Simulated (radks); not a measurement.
Results of a calculation; reference values are marked as such.
Q: Species: Cd XXX. Configuration: [Ar] 3d1. Level of theory: Dirac Kohn-Sham, OLYP, spin-unpolarised, spherical densities, finite nucleus; open shells fill j = l - 1/2 first; Fermi nuclear charge, rms radius 4.6087 fm (a radial shooting solver on a logarithmic mesh with Libxc functionals). Some entries of the table are withheld. Estimate them.

orbital  occ.  eigenvalue (hartree)  r(max) (bohr)
1s1/2       2                   (1)        0.01968
2s1/2       2             -195.0054         0.1110
2p1/2       2             -185.4399        0.08572
2p3/2       4             -178.2718        0.09000
3s1/2       2             -69.45924         0.3070
3p1/2       2                   (2)         0.2912
3p3/2       4                   (3)         0.2994
3d3/2       1                   (4)            (5)
3d5/2       0                   (6)            (7)

A: 
(1) 1s1/2 eigenvalue (hartree): -1025.283
(2) 3p1/2 eigenvalue (hartree): -65.88914
(3) 3p3/2 eigenvalue (hartree): -64.27059
(4) 3d3/2 eigenvalue (hartree): -58.71691
(5) 3d3/2 r(max) (bohr): 0.2381
(6) 3d5/2 eigenvalue (hartree): -58.34910
(7) 3d5/2 r(max) (bohr): 0.2403
